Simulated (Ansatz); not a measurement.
C2H5ClF2Si can be A, `CC[Si](F)(F)Cl`, or B, `C[SiH2]C(F)(F)Cl`.

Program: Ansatz. Geometries: PBE0-D4/def2-TZVP. ΔE: electronic, gas phase. CCSD(T)/CBS adds triple-zeta CCSD(T) − MP2 to the extrapolated MP2 energy (def2 sets, frozen cores). Functionals use def2-TZVPP. Each species was taken in one conformer, which may not be the lowest.

**Question.** Which is lower in electronic energy at CCSD(T)/CBS, and by how much? (An estimate is asked.)

**Answer.** Ansatz gave: A, by 137.3 kcal/mol.

**Question.** Give E(B) − E(A) in kcal/mol with MP2/def2-TZVPP, LDA (SPW92), ωB97M-V, PBE-D4, BLYP-D4, HF/def2-TZVPP, r2SCAN-D4. (Best estimate.)

**Answer.** The calculation gave: MP2/def2-TZVPP 140.5, LDA (SPW92) 124.1, ωB97M-V 132.9, PBE-D4 124.8, BLYP-D4 127.2, HF/def2-TZVPP 140.0, r2SCAN-D4 132.1. None reverses the order clearly.

**Question.** Does the order hold for the free energy at 298.15 K (harmonic terms from PBE0-D4)? (Estimate.)

**Answer.** The calculation gave: Yes: G(B) − G(A) = +132.3 kcal/mol, for one conformer each.

Largest T1 diagnostic: 0.012.

From PBE to PBE0 (25 % exact exchange), in def2-TZVPP and without D4, E(B) − E(A) moves by +5.7 kcal/mol. At CCSD(T), def2-SVP lies −13.4 kcal/mol from the extrapolated value and def2-TZVPP −2.0 kcal/mol.
